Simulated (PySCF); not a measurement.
Harmonic spectrum computed at PBE0 in the def2-TZVP basis family (core potentials from Rb on, PySCF, no spin–orbit coupling):

```
symmetry  ω (cm⁻¹)  IR (km/mol, summed over degenerate members)
       e       822                                          4.8
      a1       870                                         13.4
       e      2481                                          130
      a1      2522                                          122
```

**Question.** Which molecule gave it? In each, all ligands are bound to the one heavy central atom.
A. PbH₃⁺ (singlet)
B. PtH₃⁺ (singlet)
C. SnH₃⁺ (singlet)
D. CeH₃⁺ (singlet)

**Answer.** B. It has C3v symmetry with Pt–H 1.510 Å (×3).
